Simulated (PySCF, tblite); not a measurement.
Isomers of C3H10OS2Si, one GFN2-xTB conformer each. Single-point energies are computed at PBE0/pcSseg-1 (PySCF, gas phase, no added dispersion term), electronic only.

**Question.** Rank them by PBE0/pcSseg-1 energy, lowest first (kcal/mol).
A. `[CH3:1][O:2][SiH2:3][S:4][CH2:5][CH2:6][SH:7]` with C1–O2–Si3–S4 -179°, O2–Si3–S4–C5 -48°, Si3–S4–C5–C6 -178°, S4–C5–C6–S7 71°, C5–C6–S7–H -59°
B. `[CH3:1][S:2][CH2:3][Si@@H:4]([OH:5])[S:6][CH3:7]` with C1–S2–C3–Si4 -179°, S2–C3–Si4–O5 56°, C3–Si4–O5–H -43°, C3–Si4–S6–C7 -168°
C. `[CH3:1][S:2][SiH2:3][O:4][CH2:5][CH2:6][SH:7]` with C1–S2–Si3–O4 -173°, S2–Si3–O4–C5 -47°, Si3–O4–C5–C6 165°, O4–C5–C6–S7 66°, C5–C6–S7–H -54°

**Answer.** B (0.0), C (17.1), A (19.3).

As drawn, the lowest has an O–H bond and an Si–C bond, which the highest lacks; the highest has an S–H bond, which the lowest lacks. Neighbours under 2.5 kcal/mol apart (CS[SiH2]OCCS and CO[SiH2]SCCS) can change places with a better method, another conformer or zero-point energy. GFN2-xTB itself gives, in the same order: 7.8, 0.0, 1.6. GFN2-xTB puts CS[SiH2]OCCS lowest instead; measured from each level's own lowest isomer, the values differ by up to 17.7 kcal/mol (CO[SiH2]SCCS: 1.6 against 19.3).

**Question.** Which frontier levels, dipoles and rotational constants go with these structures?

**Answer.** 
```json
{"SMILES": "CSC[Si@@H](O)SC", "HOMO (eV, PBE0/pcSseg-1)": "-6.59", "LUMO (eV)": "0.31", "dipole (D)": "1.52", "A, B, C (MHz)": "4049, 621.2, 562.1"}
{"SMILES": "CS[SiH2]OCCS", "HOMO (eV, PBE0/pcSseg-1)": "-6.76", "LUMO (eV)": "-0.16", "dipole (D)": "2.52", "A, B, C (MHz)": "5255, 506.9, 474.2"}
{"SMILES": "CO[SiH2]SCCS", "HOMO (eV, PBE0/pcSseg-1)": "-6.74", "LUMO (eV)": "0.21", "dipole (D)": "3.80", "A, B, C (MHz)": "3757, 572.8, 528.5"}
```

**Question.** What happens when harmonic zero-point energies from GFN2-xTB frequencies are added?

**Answer.** 
```
         SMILES  ZPE (kcal/mol)  electronic (kcal/mol)  with ZPE (kcal/mol)
CSC[Si@@H](O)SC            78.9                    0.0                  0.0
   CS[SiH2]OCCS            77.4                   17.1                 15.6
   CO[SiH2]SCCS            77.4                   19.3                 17.8
```

The zero-point energies span 1.5 kcal/mol. The order is unchanged.
